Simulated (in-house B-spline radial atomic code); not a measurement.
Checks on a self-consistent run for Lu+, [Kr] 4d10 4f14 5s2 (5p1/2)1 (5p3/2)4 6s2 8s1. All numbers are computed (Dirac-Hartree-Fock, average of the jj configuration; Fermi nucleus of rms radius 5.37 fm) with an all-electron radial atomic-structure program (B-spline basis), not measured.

```csv
orbital,q,ε (Eh),<1/r>,<r²>,small-component weight
1s1/2,2,-2342.09134,82.1808,0.000512084,0.071139
2s1/2,2,-404.12779,19.8989,0.00785144,0.01603
2p1/2,2,-384.86685,19.8245,0.00565514,0.016045
2p3/2,4,-343.71047,16.9493,0.00685892,0.01462
3s1/2,2,-94.30561,7.3125,0.0513253,0.0052469
3p1/2,2,-85.80803,7.21334,0.0474462,0.0051722
3p3/2,4,-76.88763,6.47933,0.0540512,0.004775
3d3/2,4,-62.67730,6.35005,0.0423725,0.004631
3d5/2,6,-60.74917,6.17312,0.0442004,0.0045175
4s1/2,2,-20.48709,3.03279,0.258654,0.0016661
4p1/2,2,-16.97283,2.91532,0.270406,0.0015735
4p3/2,4,-14.94115,2.67709,0.304791,0.0014395
4d3/2,4,-9.17301,2.44997,0.341502,0.0012446
4d5/2,6,-8.79588,2.38623,0.35658,0.0012018
4f5/2,6,-1.64647,1.88108,0.591724,0.00079595
4f7/2,8,-1.58841,1.8472,0.619312,0.00077323
5s1/2,2,-3.41973,1.1315,1.54264,0.00033358
5p1/2,1,-2.39231,1.01456,1.89724,0.0002756
5p3/2,4,-2.07138,0.927603,2.20343,0.0002366
6s1/2,2,-0.69129,0.413543,10.2916,5.2903e-05
8s1/2,1,-0.12196,0.102707,173.112,5.2382e-06
```

Electron-electron repulsion V_ee = 5384.7834 hartree.

Problem. What total energy follows from the eigenvalues?

Solution. The eigenvalues count the repulsion twice, so E = Σqε - V_ee = -9185.756 - 5384.783 = -14570.539 hartree; the run printed -14570.539.

Problem. Does the Dirac virial theorem hold?

Solution. For a point nucleus E = -2c²Σq·w, with w the small-component weight. Here Σq·w = 0.38787 and c = 137.0360, so the ratio E/(-2c²Σq·w) is 1.000219; the finite nucleus accounts for the departure from 1.

Problem. What diamagnetic shielding (Lamb formula) and susceptibility (Langevin formula) do the radii give?

Solution. σ = (α²/3)Σq<1/r> = 509.717/(3·137.036²) = 9047.7 ppm, and χ = -0.79199×10⁻⁶·Σq<r²> = -176.4×10⁻⁶ cm³/mol with Σq<r²> = 222.68 bohr². Both are non-relativistic formulas without the paramagnetism of open shells; for so heavy an element the full relativistic shielding is larger by tens of per cent.
